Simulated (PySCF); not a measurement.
CH5Si, charge +1, multiplicity 1. Atoms are numbered in the order given.

```xyz
7

C     -1.1758    -0.0102     0.0000
Si     0.6365    -0.0061     0.0000
H     -1.5849    -0.4698    -0.9017
H     -1.5849    -0.4698     0.9017
H     -1.4942     1.0462     0.0000
H      1.4038     0.0202    -1.2527
H      1.4038     0.0202     1.2527
```
Charge +1, spin multiplicity 1.

Coordinates come from a B3LYP-D3(BJ)/def2-TZVP optimisation. The spin state was assumed, not searched. The isomer is the one that the SMILES or the coordinates give; other isomers of the formula were not compared.

These are PBE/pcSseg-2 run with PySCF values and carry that method's errors.

GIAO shieldings, no solvent; atoms alike by connectivity are averaged. δ = σ(ref) − σ: ¹³C against TMS (σ = 181.4 ppm); ²⁹Si against TMS (σ = 324.1 ppm); ¹H against TMS (σ = 31.47 ppm), references at their B3LYP-D3(BJ)/def2-TZVP geometries, non-relativistic.

```csv
nucleus,atoms,count,δ (ppm)
¹³C,C1,1,21.9
²⁹Si,Si2,1,388.1
¹H,"H6, H7",2,8.57
¹H,"H3, H4, H5",3,2.84
```
